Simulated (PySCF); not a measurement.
Polarisability and C₆ of Pb⁵⁵⁺ (lead, charge +55)

[Ar] 3d9, 2D determinant. All numbers are calculated (PySCF 2.14, scalar relativity by spin-free X2C-1e, in an even-tempered Gaussian basis (17 s from 14 bohr⁻², ratio 2.5; 13 p from 18 bohr⁻², ratio 2.5; 7 d from 18 bohr⁻², ratio 2.5; 4 f from 74 bohr⁻², ratio 2.7; 3 g from 110 bohr⁻², ratio 2.7)). Coupled (time-dependent) response in atomic units; α is the mean over directions.

```
method  mean α (bohr³)                   α xx, yy, zz  C₆ (like pair)      S(−4)
   UHF        0.001017  0.001119, 0.001119, 0.0008132       8.580e-05  4.090e-07
  PBE0        0.001023  0.001126, 0.001126, 0.0008167       8.614e-05  4.308e-07
```

S(−4) is the Cauchy moment in α(ω) = α(0) + S(−4) ω² + …

Spin-orbit coupling is absent.

α(iu) at PBE0:

| u (hartree) | α(iu) (bohr³) |
| --- | --- |
| 0 | 0.001023 |
| 10.0 | 0.0009854 |
| 20.0 | 0.0009154 |
| 40.0 | 0.0008017 |
| 60.0 | 0.0007156 |
| 80.0 | 0.0006380 |
| 100 | 0.0005660 |
| 150 | 0.0004154 |
| 200 | 0.0003073 |
| 300 | 0.0001800 |
| 500 | 8.016e-05 |

A single London oscillator, α(iu) = α/(1 + u²/ω²), gives C₆ = (3/4) ω α². Matching the computed C₆ needs ω = 4 × 8.614e-05 / (3 × 0.001023²) = 110 hartree.

For an ion, C₆ is the dispersion term alone; charge-induced terms of lower order in 1/R come first.

The components differ because the open shell of this determinant is not spherical; for a pure term their mean is the scalar polarisability.

Spin-orbit coupling, absent here, splits the open shell strongly.
